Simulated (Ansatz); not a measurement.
Reaction (formal exchange of groups at a B–Ge bond): `[BH2][GeH2][CH2][SiH3]` + `C/C=C(/C)F` → `B/C(C)=C/C` + `[F][GeH2][CH2][SiH3]`

Gas-phase electronic energies from Ansatz, PBE0-D4/def2-TZVP geometries. CCSD(T)/CBS is the MP2 limit (def2-TZVPP, def2-QZVPP) plus CCSD(T) − MP2 in def2-TZVPP, frozen cores. Double bonds are as drawn, so ΔE can hold a change between cis and trans. Functionals use def2-TZVPP. B3LYP here is the variant with VWN-RPA as its local correlation; programs differ in this. For Ge outer-core shells are correlated without core-valence functions, which leaves a few kJ/mol of doubt a bond. Scalar relativity is left out up to krypton. One conformer a species, not always the lowest.

| level | ΔE (kcal/mol) | difference from CCSD(T)/CBS |
| --- | --- | --- |
| PBE-D4 | -35.1 | 2.6 |
| r2SCAN-D4 | -36.9 | 0.8 |
| PBE0-D4 | -35.5 | 2.2 |
| ωB97X-V | -36.6 | 1.1 |
| PBE | -34.7 | 3.0 |
| r2SCAN | -36.8 | 0.9 |
| B3LYP | -37.1 | 0.6 |
| HF/def2-TZVPP | -38.7 | -1.0 |
| MP2/def2-TZVPP | -40.8 | -3.1 |
| SCS-MP2/def2-TZVPP | -40.1 | -2.4 |
| CCSD/def2-TZVPP | -37.1 | 0.6 |
| CCSD(T)/def2-TZVPP | -37.4 | 0.3 |
| HF/def2-QZVPP | -39.4 | -1.7 |
| MP2/def2-QZVPP | -41.2 | -3.5 |
| HF/CBS(def2) | -39.5 | -1.8 |
| MP2/CBS(def2) | -41.1 | -3.4 |
| CCSD(T)/CBS | -37.7 | 0 |

Largest T1 diagnostic among the species: 0.011.
